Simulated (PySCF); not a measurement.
A structure optimised at PBE-D3(BJ)/def2-SVP, used in a PySCF frequency run:

```xyz
8

Zn     0.4125     0.1228     0.7048
O      0.8141     0.7331     2.3227
H      1.4846     1.4403     2.2792
O     -0.0049    -0.6679    -0.8302
Si    -1.1318    -0.3489    -2.0106
H     -2.5488    -0.4140    -1.4865
H     -0.9905    -1.3696    -3.1072
H     -0.9497     1.0233    -2.6214
```

Task: Write its SMILES and formula.

Result: [OH][Zn][O][SiH3], H4O2SiZn

Task: What are its rotational constants (standard atomic weights)?

Result: 31.162, 1.4522, 1.4170 GHz
